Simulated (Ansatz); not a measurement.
SiICl₃. The state is a singlet with charge 0. Geometry relaxed at PBE-D4/def2-SVP.

```xyz
5

Si   -0.019   -0.060    0.014
I     0.710    2.205   -0.523
Cl    0.263   -0.436    2.018
Cl    1.063   -1.428   -1.079
Cl   -2.017   -0.282   -0.430
```

In the def2 sets I takes a core potential; there is no spin–orbit coupling.

Estimate the harmonic wavenumbers at RKS PBE-D4/def2-SVP (Ansatz, unscaled). Is this a minimum?

112, 112, 157, 185, 185, 319, 513, 602, 602 cm⁻¹. Yes, no mode is imaginary beyond noise. Zero-point energy 16.7 kJ/mol. Hardware: 2 threads of AMD EPYC 7R13 on a shared host. Wall time 25 s.
